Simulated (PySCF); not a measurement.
TaH₅, SMILES [TaH5] (connectivity only; charge and spin as stated), neutral, multiplicity 1. Atoms are numbered in the order given.

```xyz
6

Ta     0.0000     0.0000    -0.0196
H     -1.1002    -1.1002     0.8116
H      1.1002    -1.1002     0.8116
H     -1.1002     1.1002     0.8116
H      1.1002     1.1002     0.8116
H      0.0000     0.0000    -1.8149
```

Geometry optimised at PBE-D3(BJ)/def2-TZVPD. The multiplicity is an assumed one; other spin states were not compared. The def2 effective core potentials stand for the cores of Ta; spin–orbit coupling is left out.

Calculation: PBE-D3(BJ)/def2-TZVPD (PySCF).

Frequencies are harmonic and unscaled.

Modes within 1.5 cm⁻¹ of each other (mostly degenerate sets) share a row, with their intensities summed.

Computed vibrational spectrum:
```
mode   ν (cm⁻¹)  IR (km/mol)  moving atoms (share of kinetic energy)
-----  --------  -----------  --------------------------------------
1–2         185         73.1                                  H 99 %
3–4         751         90.2                                  H 99 %
5           764          0.0                                 H 100 %
6           813          0.0                                 H 100 %
7           875          1.0                                  H 99 %
8          1789        324.1                                  H 99 %
9          1815          0.0                                 H 100 %
10–11      1844        517.5                                  H 99 %
12         1892         39.1                                 H 100 %
```
